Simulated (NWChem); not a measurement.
# PbN$_{2}$H$_{4}$, singlet; SMILES [NH2][Pb][NH2]

```xyz
7

Pb     0.0000     0.0000     0.2807
N     -1.5519    -0.0265    -1.1938
H     -2.5216     0.1671    -0.9626
H     -1.3941     0.1071    -2.1887
N      1.5519     0.0265    -1.1938
H      1.3941    -0.1071    -2.1887
H      2.5216    -0.1671    -0.9626
```
Atoms are numbered in this order, from 1.

Results from NWChem. Medium grid unless said otherwise, to which SCAN and Minnesota functionals are sensitive. Low-valent species are run as closed-shell singlets; no triplet was tried in these runs. The geometry was optimised at PBE0/def2-SVP. def2 effective core potentials on Pb; no spin-orbit coupling. B3LYP is NWChem's, with the RPA form of VWN correlation.

Question: Order these by “highest occupied level (eV)”, lowest first: RPBE/def2-TZVP; B97-2/def2-TZVP; LC-wPBE (HJS exchange hole, range parameter 0.4 per bohr)/def2-TZVP; M06-2X/def2-TZVP; MN15/def2-TZVP.

Answer: LC-wPBE (HJS exchange hole, range parameter 0.4 per bohr)/def2-TZVP (-9.00), M06-2X/def2-TZVP (-7.54), MN15/def2-TZVP (-7.03), B97-2/def2-TZVP (-5.95), RPBE/def2-TZVP (-4.88)
